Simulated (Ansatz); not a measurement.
C2H6OSeSi, SMILES `C[Si]1([SeH])CO1`, relaxed with RKS PBE0-D4/def2-TZVP in the Gaussian-basis code of Ansatz from a PBE-D4/def2-SVP geometry. The force threshold is 0.005 eV/Å; the program also tests the step.

Charge 0, multiplicity 1.

Start:

```xyz
11

C     1.531   -0.620    0.681
Si   -0.170   -0.201    0.028
Se   -1.735   -1.565    0.981
C    -0.604    1.365   -0.821
O    -0.321    0.146   -1.633
H     1.793   -1.672    0.447
H     1.582   -0.485    1.780
H     2.276    0.044    0.201
H    -2.823   -0.909    0.215
H    -1.655    1.713   -0.893
H     0.125    2.184   -0.987
```

Q: By how much does the energy fall, and how many steps does the optimiser take? (Best estimate.)

A: The calculation gave: 1.86 kcal/mol, in 7 steps.

Q: Which bonds change most? (Estimate.)

A: Ansatz gave: Si2–O5 from 1.704 to 1.653 Å; Si2–C4 from 1.833 to 1.802 Å; Si2–Se3 from 2.285 to 2.260 Å; C4–H10 from 1.109 to 1.088 Å.

Q: Give the relaxed structure. (Estimate.)

A: Computed: 
```xyz
11

C     1.512   -0.611    0.669
Si   -0.165   -0.191    0.010
Se   -1.703   -1.535    0.978
C    -0.595    1.362   -0.797
O    -0.325    0.137   -1.602
H     1.767   -1.647    0.433
H     1.547   -0.488    1.754
H     2.257    0.043    0.214
H    -2.796   -0.922    0.214
H    -1.626    1.699   -0.886
H     0.128    2.153   -0.988
```
